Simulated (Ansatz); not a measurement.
The molecule NH-, multiplicity 2 (lowest of 2S+1 = 2, 4 at CCSD(T)/def2-TZVPP on PBE0 minima; our sources give no spin for the ground state, which may be another).

Seven points along R, fitted to fifth degree in 1/R; most abundant isotopes. Runs in def2 and cc sets follow the lowest solution found near the PBE0 minimum.

Run with Ansatz (Gaussian orbitals). 

Energies at PBE/def2-TZVPP:

```tsv
R (Å)	E (hartree)
0.972017	-55.16207261
0.998147	-55.16491638
1.022186	-55.16648983
1.049361	-55.16725183
1.076535	-55.16710699
1.107891	-55.16601216
1.144472	-55.16372902
```

**Question.** With a reduced mass of 0.9402 u, find the minimum, the force constant and the constants.

**Answer.** A fifth-degree polynomial in 1/R puts the minimum at r_e = 1.0581 Å with force constant 504 N/m. Then ω_e = (1/2πc)√(k/μ) = 3015 cm⁻¹ and B_e = h/(8π²cμr_e²) = 16.02 cm⁻¹; the cubic and quartic terms give α_e = 0.71 and ω_e x_e = 83 cm⁻¹.

Ansatz is a program for electronic structure.
